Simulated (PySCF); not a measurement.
This PySCF input asks for the NMR shieldings of SMILES C=C[P+](C)(C)C#CC, [C7H12P]+; the geometry comes from PBE0-D3(BJ)/def2-SVP.

```python
import basis_set_exchange as bse
import numpy as np
from pyscf import gto, dft
from pyscf.prop import nmr

atoms = """
C    -1.261623    2.249136   -0.395548
C    -1.744117    1.088943    0.054043
P    -0.735870   -0.369779    0.276819
C    -1.375372   -1.701389   -0.753203
C    -0.793184   -0.878884    2.002744
C     0.891602   -0.022609   -0.172640
C     2.048167    0.179662   -0.497671
C     3.417835    0.418945   -0.881456
H    -0.206646    2.375077   -0.658904
H    -1.916882    3.116720   -0.514565
H    -2.802403    0.968969    0.316069
H    -0.759530   -2.601574   -0.613033
H    -2.414423   -1.916813   -0.462453
H    -1.342263   -1.388971   -1.806438
H    -0.383458   -0.074308    2.629384
H    -0.198233   -1.793859    2.137258
H    -1.837928   -1.072632    2.288814
H     3.576153    0.142015   -1.935161
H     3.672962    1.482720   -0.757413
H     4.100597   -0.177547   -0.256751
"""
names = dict.fromkeys(["C", "P", "H"], "pcSseg-1")
basis = {el: gto.basis.parse(bse.get_basis(n, elements=[el], fmt="nwchem")) for el, n in names.items()}
mol = gto.M(atom=atoms, basis=basis, charge=1, verbose=0)
mf = dft.RKS(mol, xc="PBE0")
mf.grids.level = 2
mf.grids.alignment = dft.numint.BLKSIZE   # the property module wants whole blocks of grid points
mf.conv_tol = 1e-9
mf.kernel()

calc = nmr.RKS(mf)   # GIAO
C = mf.mo_coeff
Co = C[:, mf.mo_occ > 0]
resp = mf.gen_response(singlet=True, hermi=2)
def vind(x):   # induced exchange potential for any number of trial vectors
    d = np.einsum("pi,xij,qj->xpq", C, 2 * x.reshape(-1, C.shape[1], Co.shape[1]), Co, optimize=True)
    return np.einsum("xpq,pi,qj->xij", resp(d - d.transpose(0, 2, 1)), C, Co, optimize=True).ravel()
mo1, _ = nmr.rhf.solve_mo1(calc, with_cphf=vind)
sigma = calc.kernel(mo1)
for i, s in enumerate(sigma):   # ppm
    print("%2d %-2s %9.2f" % (i, mol.atom_pure_symbol(i), np.trace(s) / 3))
```

Question: What are the results?

Answer: 
```
 0 C      26.69
 1 C      61.08
 2 P     328.85
 3 C     168.68
 4 C     168.94
 5 C     125.93
 6 C      47.88
 7 C     177.93
 8 H      24.04
 9 H      23.94
10 H      25.17
11 H      29.20
12 H      29.40
13 H      29.20
14 H      29.20
15 H      29.21
16 H      29.41
17 H      28.63
18 H      28.66
19 H      28.62
```

These numbers come from an equivalent density-fitted implementation of the same equations, which agrees with the script to about 0.01 ppm for H and up to a few tenths of a ppm for heavy atoms, so last digits may differ.

Question: Turn these shieldings into chemical shifts. Scale: TMS for 13C (σ = 184.41 ppm), 1H (σ = 31.27 ppm); 31P (σ = 310.13 ppm) vs H3PO4 (reference shieldings calculated alike).

Answer: Averaging equivalent atoms: C 0: 157.7; C 6: 136.5; C 1: 123.3; C 5: 58.5; C 3/4: 15.6; C 7: 6.5; P 2: -18.7; H 9: 7.33; H 8: 7.23; H 10: 6.09; H 17/18/19: 2.63; H 11/12/13/14/15/16: 2.00 ppm. Experimental scales use liquid or dissolved standards, which lie at an offset from isolated H3PO4.

Size and cost of the density-fitted run: 203 basis functions, 38 s wall time on 1 thread of an Arm Neoverse V1, shared host; peak memory 0.95 GiB.
